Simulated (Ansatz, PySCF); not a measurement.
The pair A = H2 (SMILES [H][H]) (first 2 atoms), B = CH3NO (SMILES NC=O); geometry from B3LYP-D3(BJ)/def2-TZVP.
(charge 0, multiplicity 1):
```xyz
8

H     -0.31464    -0.21505     0.47387
H      0.00559    -0.00640    -0.16754
N      0.97303     0.69629     3.30529
C     -0.10162    -0.01667     3.72156
O     -0.89304    -0.56938     2.99126
H      1.15304     0.79253     2.31899
H      1.59399     1.13314     3.96287
H     -0.18780    -0.04553     4.82310
```

Correlated levels freeze the cores. CBS: X⁻³ extrapolation of the correlation energy, Hartree–Fock from the larger set.

The values were computed with Ansatz (a program for electronic structure); PySCF for the dispersion terms. Each number belongs to the level named beside it.

The monomers are drawn apart, rigid, along the line of their centres of mass. Counterpoise-corrected interaction energies (kcal/mol):

| level | R = 4.230 Å | R = 5.273 Å |
|---|---|---|
| PBE/def2-TZVPPD | -0.4138 | -0.1328 |
| PBE-D3(BJ)/def2-TZVPPD | -0.5551 | -0.1748 |
| wB97M-V/def2-TZVPPD | -0.4283 | -0.1554 |
| MP2/CBS(aug-cc-pVDZ, aug-cc-pVTZ) + ΔCCSD(T)/aug-cc-pVDZ | -0.4464 | -0.1546 |

R is the distance of the centres of mass. Find the local exponent m of E ∝ R⁻ᵐ between the two points.


m = ln(E₁/E₂)/ln(R₂/R₁): PBE/def2-TZVPPD 5.2; PBE-D3(BJ)/def2-TZVPPD 5.2; wB97M-V/def2-TZVPPD 4.6; MP2/CBS(aug-cc-pVDZ, aug-cc-pVTZ) + ΔCCSD(T)/aug-cc-pVDZ 4.8. For scale, two fixed dipoles give m = 3, dipole and quadrupole 4, quadrupoles 5, and dispersion or dipole-induced dipole 6 at long range; at these distances several terms mix, and what is left of overlap and damping shifts m, so it need not match one of them.
